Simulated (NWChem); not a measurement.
System: pyrimidine (C₄H₄N₂); SMILES c1cncnc1

NWChem printed, in part:

```
             Northwest Computational Chemistry Package (NWChem) 7.3.0
             --------------------------------------------------------

 C2V symmetry detected

                             Geometry "geometry" -> ""
                             -------------------------

 Output coordinates in angstroms (scale by  1.889725989 to convert to a.u.)

  No.       Tag          Charge          X              Y              Z
 ---- ---------------- ---------- -------------- -------------- --------------
    1 C                    6.0000     0.00000000     0.00000000    -1.36320883
    2 C                    6.0000    -1.19196083     0.00000000    -0.62361638
    3 N                    7.0000    -1.20323881     0.00000000     0.71922191
    4 C                    6.0000     0.00000000     0.00000000     1.31568629
    5 N                    7.0000     1.20323881     0.00000000     0.71922191
    6 C                    6.0000     1.19196083     0.00000000    -0.62361638
    7 H                    1.0000     0.00000000     0.00000000    -2.46325210
    8 H                    1.0000    -2.17481521     0.00000000    -1.12947434
    9 H                    1.0000     0.00000000     0.00000000     2.42162578
   10 H                    1.0000     2.17481521     0.00000000    -1.12947434

 Effective nuclear repulsion energy (a.u.)     207.4764682052

      Symmetry information
      --------------------

 Group name             C2v
 Group number             16
 Group order               4
 No. of unique centers     7

                                 NWChem DFT Module
                                 -----------------

 Summary of "ao basis" -> "ao basis" (spherical)
 ------------------------------------------------------------------------------
       Tag                 Description            Shells   Functions and Types
 ---------------- ------------------------------  ------  ---------------------
 C                          cc-pvdz                  6       14   3s2p1d
 N                          cc-pvdz                  6       14   3s2p1d
 H                          cc-pvdz                  3        5   2s1p

      Symmetry analysis of basis
      --------------------------

        a1         44
        a2         11
        b1         32
        b2         17

            General Information
            -------------------
          SCF calculation type: DFT
          Wavefunction type:  closed shell.
          No. of atoms     :    10
          No. of electrons :    42
           Alpha electrons :    21
            Beta electrons :    21
          Charge           :     0
          Spin multiplicity:     1
          Use of symmetry is: on ; symmetry adaption is: on
          Maximum number of iterations: 150
          AO basis - number of functions:   104
                     number of shells:    48
          Convergence on energy requested:  1.00D-06
          Convergence on density requested:  1.00D-05
          Convergence on gradient requested:  5.00D-04

              XC Information
              --------------
                  TPSS metaGGA Exchange Functional  1.000
             TPSS03 metaGGA Correlation Functional  1.000

             Grid Information
             ----------------
          Grid used for XC integration:  medium
          Radial quadrature: Mura-Knowles
          Angular quadrature: Lebedev.
          Tag              B.-S. Rad. Rad. Pts. Rad. Cut. Ang. Pts.
          ---              ---------- --------- --------- ---------
          C                   0.70       49          10.0       434
          N                   0.65       49          10.0       434
          H                   0.35       45          12.0       434
          Grid pruning is: on
          Number of quadrature shells:   331
          Spatial weights used:  Erf1

      Superposition of Atomic Density Guess
      -------------------------------------

 Sum of atomic energies:        -261.26174672

      Non-variational initial energy
      ------------------------------

 Total energy =    -264.928787
 1-e energy   =    -763.152004
 2-e energy   =     290.746749
 HOMO         =      -0.283482
 LUMO         =      -0.033611

      Symmetry analysis of molecular orbitals - initial
      -------------------------------------------------

  Numbering of irreducible representations:

     1 a1          2 a2          3 b1          4 b2

  Orbital symmetries:

     1 a1          2 b1          3 a1          4 a1          5 b1
     6 a1          7 a1          8 b1          9 a1         10 a1
    11 b1         12 a1         13 b1         14 a1         15 b2
    16 b1         17 a1         18 a2         19 a1         20 b2
    21 b1         22 a2         23 b2         24 a1         25 b2
    26 b1         27 a1         28 a1         29 b1         30 a1
    31 a1

     ---------------------------------------------
      Total Density - Mulliken Population Analysis
     ---------------------------------------------

    Atom       Charge   Shell Charges
 -----------   ------   -------------------------------------------------------
    1 C    6     6.21   2.00  0.74  0.52  1.99  0.90  0.06
    2 C    6     5.69   2.00  0.73  0.43  1.76  0.68  0.10
    3 N    7     7.54   2.00  0.83  0.79  2.39  1.50  0.03
    4 C    6     5.55   2.00  0.72  0.40  1.68  0.63  0.12
    5 N    7     7.54   2.00  0.83  0.79  2.39  1.50  0.03
    6 C    6     5.69   2.00  0.73  0.43  1.76  0.68  0.10
    7 H    1     0.93   0.67  0.23  0.03
    8 H    1     0.94   0.69  0.23  0.03
    9 H    1     0.95   0.69  0.23  0.03
   10 H    1     0.94   0.69  0.23  0.03

   convergence    iter        energy       DeltaE   RMS-Dens  Diis-err
 ---------------- ----- ----------------- --------- --------- ---------
 d= 0,ls=0.0,diis     1   -264.3041013726 -4.72D+02  1.18D-02  6.34D-01
 d= 0,ls=0.0,diis     2   -264.2272638755  7.68D-02  7.46D-03  1.38D+00
 d= 0,ls=0.0,diis     3   -264.3807737725 -1.54D-01  2.36D-03  1.00D-01
 d= 0,ls=0.0,diis     4   -264.3886122735 -7.84D-03  1.40D-03  2.38D-02
 d= 0,ls=0.0,diis     5   -264.3915000091 -2.89D-03  4.53D-04  3.48D-03
  Resetting Diis
 d= 0,ls=0.0,diis     6   -264.3920286328 -5.29D-04  8.13D-05  1.17D-04
 d= 0,ls=0.0,diis     7   -264.3920443708 -1.57D-05  2.23D-05  1.76D-06
 d= 0,ls=0.0,diis     8   -264.3920440240  3.47D-07  1.52D-05  4.31D-06
 d= 0,ls=0.0,diis     9   -264.3920445985 -5.75D-07  3.63D-06  2.22D-07

         Total DFT energy =     -264.392044598535
      One electron energy =     -766.969011567310
           Coulomb energy =      332.135290217161
    Exchange-Corr. energy =      -37.034791453600
 Nuclear repulsion energy =      207.476468205214

 Numeric. integr. density =       42.000000892480

                  Occupations of the irreducible representations
                  ----------------------------------------------

                     irrep           alpha         beta
                     --------     --------     --------
                     a1               11.0         11.0
                     a2                1.0          1.0
                     b1                7.0          7.0
                     b2                2.0          2.0

                       DFT Final Molecular Orbital Analysis
                       ------------------------------------

 Vector   19  Occ=2.000000D+00  E=-2.620784D-01  Symmetry=b2
              MO Center=  3.4D-15,  6.4D-16, -2.9D-01, r^2= 2.7D+00
   Bfn.  Coefficient  Atom+Function         Bfn.  Coefficient  Atom+Function
  ----- ------------  ---------------      ----- ------------  ---------------
     5      0.381796   1 C  py               47     -0.317615   4 C  py
     8      0.251731   1 C  py               19      0.210072   2 C  py
    75      0.210072   6 C  py               50     -0.205554   4 C  py
    33     -0.159192   3 N  py               61     -0.159192   5 N  py
    22      0.120052   2 C  py               78      0.120052   6 C  py

 Vector   20  Occ=2.000000D+00  E=-2.613380D-01  Symmetry=a1
              MO Center=  2.0D-14, -5.8D-16,  6.8D-01, r^2= 3.2D+00
   Bfn.  Coefficient  Atom+Function         Bfn.  Coefficient  Atom+Function
  ----- ------------  ---------------      ----- ------------  ---------------
    34      0.269747   3 N  pz               62      0.269747   5 N  pz
    31      0.226359   3 N  s                59      0.226359   5 N  s
    32     -0.197289   3 N  px               60      0.197289   5 N  px
    37      0.190210   3 N  pz               65      0.190210   5 N  pz
    95     -0.176880   9 H  s                 6      0.164033   1 C  pz

 Vector   21  Occ=2.000000D+00  E=-2.115859D-01  Symmetry=b1
              MO Center= -2.6D-14,  1.1D-16,  5.4D-01, r^2= 3.2D+00
   Bfn.  Coefficient  Atom+Function         Bfn.  Coefficient  Atom+Function
  ----- ------------  ---------------      ----- ------------  ---------------
    32      0.371123   3 N  px               60      0.371123   5 N  px
    35      0.268581   3 N  px               63      0.268581   5 N  px
     7      0.218726   1 C  px               46     -0.192539   4 C  px
     4      0.186482   1 C  px               34     -0.140836   3 N  pz
    62      0.140836   5 N  pz               90      0.113225   8 H  s

 Vector   22  Occ=0.000000D+00  E=-7.059045D-02  Symmetry=a2
              MO Center= -2.0D-15, -3.1D-16, -1.4D-01, r^2= 3.0D+00
   Bfn.  Coefficient  Atom+Function         Bfn.  Coefficient  Atom+Function
  ----- ------------  ---------------      ----- ------------  ---------------
    22      0.378107   2 C  py               78     -0.378107   6 C  py
    19      0.371335   2 C  py               75     -0.371335   6 C  py
    36     -0.323806   3 N  py               64      0.323806   5 N  py
    33     -0.312032   3 N  py               61      0.312032   5 N  py
    10     -0.042822   1 C  d -2             52      0.041745   4 C  d -2

 Vector   23  Occ=0.000000D+00  E=-6.007227D-02  Symmetry=b2
              MO Center=  2.3D-15, -1.6D-18,  9.4D-02, r^2= 3.1D+00
   Bfn.  Coefficient  Atom+Function         Bfn.  Coefficient  Atom+Function
  ----- ------------  ---------------      ----- ------------  ---------------
     8      0.455938   1 C  py               47      0.433266   4 C  py
    50      0.423536   4 C  py                5      0.365765   1 C  py
    22     -0.251031   2 C  py               78     -0.251031   6 C  py
    19     -0.198321   2 C  py               75     -0.198321   6 C  py
    33     -0.194619   3 N  py               61     -0.194619   5 N  py

 Vector   24  Occ=0.000000D+00  E= 5.072720D-02  Symmetry=a1
              MO Center=  1.7D-16,  2.2D-17, -1.8D+00, r^2= 6.2D+00
   Bfn.  Coefficient  Atom+Function         Bfn.  Coefficient  Atom+Function
  ----- ------------  ---------------      ----- ------------  ---------------
    86      1.233465   7 H  s                91      0.881359   8 H  s
   101      0.881359  10 H  s                 3     -0.795368   1 C  s
    17     -0.652899   2 C  s                73     -0.652899   6 C  s
     9      0.556942   1 C  pz               21      0.302482   2 C  px
    77     -0.302482   6 C  px               45     -0.272420   4 C  s

     ---------------------------------------------
      Total Density - Mulliken Population Analysis
     ---------------------------------------------

    Atom       Charge   Shell Charges
 -----------   ------   -------------------------------------------------------
    1 C    6     6.06   2.01  0.68  0.50  2.08  0.73  0.06
    2 C    6     5.87   2.01  0.69  0.39  2.04  0.64  0.10
    3 N    7     7.21   2.01  0.80  0.76  2.34  1.26  0.04
    4 C    6     5.85   2.01  0.70  0.35  2.03  0.63  0.13
    5 N    7     7.21   2.01  0.80  0.76  2.34  1.26  0.04
    6 C    6     5.87   2.01  0.69  0.39  2.04  0.64  0.10
    7 H    1     1.00   0.76  0.21  0.03
    8 H    1     0.98   0.76  0.19  0.03
    9 H    1     0.97   0.76  0.18  0.03
   10 H    1     0.98   0.76  0.19  0.03

     -------------------------------------------
      Total Density - Lowdin Population Analysis
     -------------------------------------------

    Atom       Charge   Shell Charges
 -----------   ------   -------------------------------------------------------
    1 C    6     6.06   1.87  0.59  0.38  1.86  1.16  0.19
    2 C    6     6.02   1.88  0.59  0.38  1.82  1.08  0.27
    3 N    7     6.98   1.90  0.73  0.56  2.16  1.54  0.09
    4 C    6     6.07   1.88  0.60  0.37  1.82  1.06  0.33
    5 N    7     6.98   1.90  0.73  0.56  2.16  1.54  0.09
    6 C    6     6.02   1.88  0.59  0.38  1.82  1.08  0.27
    7 H    1     0.97   0.62  0.27  0.08
    8 H    1     0.97   0.63  0.27  0.08
    9 H    1     0.98   0.63  0.27  0.07
   10 H    1     0.97   0.63  0.27  0.08

     Multipole analysis of the density
     ---------------------------------

     L   x y z        total         alpha         beta         nuclear
     -   - - -        -----         -----         ----         -------
     0   0 0 0     -0.000000    -21.000000    -21.000000     42.000000

     1   1 0 0      0.000000      0.000000      0.000000     -0.000000
     1   0 1 0     -0.000000     -0.000000     -0.000000      0.000000
     1   0 0 1     -0.817833     -0.408916     -0.408916     -0.000000

     2   2 0 0    -26.998809    -97.022779    -97.022779    167.046749
     2   1 1 0     -0.000000     -0.000000     -0.000000      0.000000
     2   1 0 1     -0.000000     -0.000000     -0.000000     -0.000000
     2   0 2 0    -26.193319    -13.096659    -13.096659      0.000000
     2   0 1 1     -0.000000     -0.000000     -0.000000      0.000000
     2   0 0 2    -22.737350    -96.946035    -96.946035    171.154720
```

Level: TPSS/cc-pVDZ. Geometry: optimised at PBE-D3(BJ)/def2-SVP.

**Question.** Write an input that gives this output.

**Answer.** One answer among several that fit: the input that was run:
```
start job
memory heap 200 mb stack 900 mb global 1100 mb
geometry units angstroms noautoz
  C     -1.356685    -0.011871     0.000000
  C     -0.606667    -1.197298     0.000000
  N      0.736223    -1.196781     0.000000
  C      1.322107     0.011636     0.000000
  N      0.715108     1.209604     0.000000
  C     -0.627575     1.186532     0.000000
  H     -2.456686    -0.021516     0.000000
  H     -1.103876    -2.184553     0.000000
  H      2.428004     0.021332     0.000000
  H     -1.142043     2.164910     0.000000
end
basis spherical
  C library cc-pvdz
  N library cc-pvdz
  H library cc-pvdz
end
dft
  xc xtpss03 ctpss03
  iterations 150
  mulliken
end
task dft energy
```
